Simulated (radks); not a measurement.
Values are calculated unless marked as measured or tabulated.
Valence configurations of Pt I (all share [Xe]). Code: a radial shooting solver on a logarithmic mesh with Libxc functionals. Model: scalar-relativistic Kohn-Sham, PBE, spin-polarised, spherical densities, finite nucleus; open shells are filled with parallel spins first (spin-orbit coupling, left out, can overturn this in heavy ions); Fermi nuclear charge, rms radius 5.427 fm. Energies are relative to 4f14 5d9 6s1; eigenvalues in eV for spin up.

valence               E (eV)  moment (Bohr magnetons)    e(4f)    e(5d)   e(6p)    e(6s)
4f14 5d9 6s1           0.000                        2  -70.077   -6.511       -   -6.082
4f14 5d9.5 6s0.5       0.230                        1  -68.803   -5.469       -   -5.492
4f14 5d8 6s2           0.873                        2  -72.992   -8.615       -   -6.772
4f14 5d8 6s1 6p1       5.405                        4  -74.753  -10.471  -2.487   -8.481
4f13.5 5d9 6s1 6p0.5  36.135                        3  -78.145   -8.944  -1.817   -7.319
4f13 5d10 6s1         68.921                        2  -81.398   -7.136       -   -5.926
4f13 5d9 6s2          70.866                        2  -84.551   -9.444       -   -6.663
4f13 5d8 6s1 6p2      84.499                        6  -91.320  -15.396  -3.656  -10.609
4f12 5d9 6s1 6p2      165.67                        6  -103.59  -16.542  -3.656  -10.669
4f12 5d7 6s1 6p4      195.32                        8  -114.50  -25.081  -5.781  -14.593

NIST lists [Xe] 4f14 5d9 6s1 as the ground configuration; this level of theory agrees among the configurations tried. The energies are those of spherical high-spin densities, not of single terms.
